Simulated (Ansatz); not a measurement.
Two isomers of C3H8OSi: A = `C1C[SiH2]CO1`, B = `O[SiH]1CCC1`.

Program: Ansatz. Geometries: PBE0-D4/def2-TZVP. ΔE: electronic, gas phase. CCSD(T)/CBS is the MP2 limit (def2-TZVPP, def2-QZVPP) plus CCSD(T) − MP2 in def2-TZVPP, frozen cores. DFT in def2-TZVPP. B3LYP here is the variant with VWN-RPA as its local correlation; programs differ in this. One conformer a species, not always the lowest.

A:

```xyz
13

C     0.926   -0.495    0.852
C     1.080    0.633   -0.173
Si   -0.672    0.774   -0.855
C    -1.229   -0.816    0.032
O    -0.008   -1.451    0.389
H     0.591   -0.081    1.816
H     1.857   -1.038    1.024
H     1.772    0.340   -0.966
H     1.455    1.551    0.282
H    -1.406    1.991   -0.412
H    -0.740    0.694   -2.338
H    -1.799   -1.515   -0.581
H    -1.825   -0.589    0.928
```

B:

Z-matrix (Å, degrees):
```
Si
C 1 1.871
C 1 2.337 2 41.6
O 1 1.647 2 120.0 3 -138.9
C 1 1.871 2 79.5 3 -20.2
H 1 1.494 2 113.1 3 90.6
H 2 1.089 1 122.7 3 -119.0
H 2 1.094 1 110.8 3 110.2
H 3 1.093 1 103.1 2 105.4
H 3 1.092 1 149.6 2 -74.6
H 4 0.957 1 117.6 2 -132.8
H 5 1.089 1 122.6 2 139.2
H 5 1.094 1 110.8 2 -90.0
```

(1) Which isomer does CCSD(T)/CBS put lower? Give the gap. (An estimate is asked.)

(2) Give E(B) − E(A) in kJ/mol with B3LYP-D4, PBE-D4, CCSD/def2-TZVPP, B2PLYP, B3LYP, ωB97M-V, CCSD(T)/def2-TZVPP. (Best estimate.)

Largest T1 diagnostic: 0.012.

Answers

(1) Computed: B, by 160.4 kJ/mol.

(2) The calculation gave: B3LYP-D4 -147.6, PBE-D4 -143.8, CCSD/def2-TZVPP -157.4, B2PLYP -155.9, B3LYP -149.2, ωB97M-V -157.1, CCSD(T)/def2-TZVPP -155.9. None reverses the order clearly.

From PBE to PBE0 (25 % exact exchange), in def2-TZVPP and without D4, E(B) − E(A) moves by −6.4 kJ/mol.
